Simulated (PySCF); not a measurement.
Atom-mapped SMILES (the numbers label the heavy atoms): `[CH2:1]=[CH:2][P@@:3]([CH3:4])(=[O:5])[CH:6]([CH3:7])[CH3:8]`. Each H is labelled by its parent atom. Ha(C1) is cis to P3; Hb(C1) is trans to P3.

Theory: PBE0-D3(BJ)/def2-SVP structure, shielding tensors at PBE/pcSseg-1 (GIAO), in PySCF 2.14.0 with density-fitted response routines (one conformer, no relativistic terms, fast rotation and ring inversion assumed for equivalent nuclei, no solvent).

References, each an isolated molecule treated in the same way: $^{13}$C (σref 180.03) and $^{1}$H (σref 31.20) vs TMS; H3PO4 for $^{31}$P (σref 295.64); $^{17}$O (σref 334.63) vs H2O.

| atoms | nucleus | count | δ (ppm) |
| --- | --- | --- | --- |
| H(C7) | $^{1}$H | 3 | 1.06 |
| Hb(C1) | $^{1}$H | 1 | 6.46 |
| C7 | $^{13}$C | 1 | 17.2 |
| Ha(C1) | $^{1}$H | 1 | 6.80 |
| C6 | $^{13}$C | 1 | ? |
| H(C4) | $^{1}$H | 3 | 1.24 |
| H(C6) | $^{1}$H | 1 | 1.26 |
| C1 | $^{13}$C | 1 | 142.6 |
| O5 | $^{17}$O | 1 | ? |
| P3 | $^{31}$P | 1 | ? |
| H(C2) | $^{1}$H | 1 | ? |
| C2 | $^{13}$C | 1 | 141.9 |
| C8 | $^{13}$C | 1 | 16.3 |
| H(C8) | $^{1}$H | 3 | ? |
| C4 | $^{13}$C | 1 | 16.2 |

Q: Fill in the missing shifts.

A: 
- C6: 34.0 ppm, sp3 CH bonded to P
- H(C2): 6.24 ppm, hydrogen on an alkene CH; a vinylic proton, deshielded by the sp2 carbon and the C=C anisotropy
- H(C8): 1.19 ppm, hydrogen on a methyl carbon
- P3: 9.0 ppm, phosphorus bonded to 3 C, O
- O5: 77.7 ppm, P=O oxygen

Shifts are as computed. Against solution values, carbons near 30 ppm lie about +2 ppm off and those near 130 ppm about +2 ppm. Of 1309 compounds with measured shifts, 239 miss one by over three times the rms of a fit or turn the order of signals round; such compounds aren't used in these exercises. Experimental scales use liquid or dissolved standards, which lie at an offset from isolated H2O (liquid H2O: subtract about 36 ppm) and H3PO4.
